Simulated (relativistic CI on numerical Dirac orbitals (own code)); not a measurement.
Calculated at this level of theory: Dirac-Coulomb-Breit CI, separate exchange-only KLI orbitals for each configuration, QED by a radiative potential, unscaled Slater integrals (own radial code, finite nucleus).

The strongest absorption lines from the ground level of an ion, among the configurations computed and to levels below about 334 eV (vacuum wavelength in Å, gf): 68.582 (0.61), 69.583 (0.74), 71.259 (0.26), 72.138 (0.57), 72.424 (0.33), 73.456 (1.2), 75.792 (0.58), 79.214 (0.7).

(1) Which ion is it?
A. Tc XVIII
B. Tc XX
C. Ag XXIV
D. Y XVI

Results:

(1) B. Tc XX has 24 electrons and the ground level 3s²3p⁶3d⁶ ⁵D4; the strongest line goes to 3s²3p⁵3d⁷ ⁵P°3. The pattern of lines fixes the number of electrons, and along that sequence the line energies rise steadily with the charge (about as its square where n changes within one kind of shell, about linearly where n is kept but much faster in heavy ions where fine structure, which grows about as Z⁴, sets the gap, and irregularly where shells cross), which fixes Z. Configurations outside the model, such as inner-shell arrays, can give stronger lines. At this charge energies of transitions that change n are usually good to better than 1 %, and those within a shell (Δn = 0) to a few per cent. Terms inside the open d or f shell come out 10 to 20 % too wide with unscaled integrals.

LS names give the leading component of a level, which can be under half, so a name can repeat, a term be missing and a line seem to break the LS rules.
